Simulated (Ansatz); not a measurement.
Species: CdCl$_{2}$, charge 1, multiplicity 2. The spin state was set by rule; other spins were not relaxed. 
Structure (B3LYP-D3(BJ)/def2-TZVP (Ansatz, a quantum-chemistry and plane-wave program) minimum search):
```
Cd
Cl 1 2.3167
Cl 1 2.3167 2 180.00
```
Charge +1, spin multiplicity 2.

Total electronic energies in hartree. Correlated levels leave the core frozen unless marked. Open shells are spin-unrestricted. Spin-orbit coupling is left out. The frozen core is the preceding noble-gas configuration, with the filled d and f shells of earlier blocks. In def2 rows, elements after Kr have scalar-relativistic effective core potentials. STO-3G rows are all-electron and non-relativistic. Basis-set limits of correlation are two-point, X^-3; Hartree-Fock from the larger set. The bracket is a focal-point correction in the basis named.

```
level                                                                 program  energy (Eh)
-------------------------------------------------------------  --------------  -----------
B3LYP-D4/def2-TZVPD                                            Ansatz + dftd4  -1087.97891
PBE0/STO-3G                                                            Ansatz  -6323.22755
wB97M-V/def2-TZVPD                                                     Ansatz  -1087.76278
PBE-QIDH/def2-TZVPD                                                    Ansatz  -1087.21228
MP2/def2-SVPD                                                          Ansatz  -1085.81015
RI-MP2/def2-TZVPPD                                                     Ansatz  -1086.38941
SCS-MP2/def2-TZVPP                                                     Ansatz  -1086.33041
CCSD/def2-SVPD                                                         Ansatz  -1085.83019
RI-MP2/CBS(def2-TZVPPD,def2-QZVPPD)+[CCSD(T)-MP2]/def2-TZVPPD          Ansatz   -1086.5838
```

Totals of different functionals don't rank their quality; only differences between species are comparable.
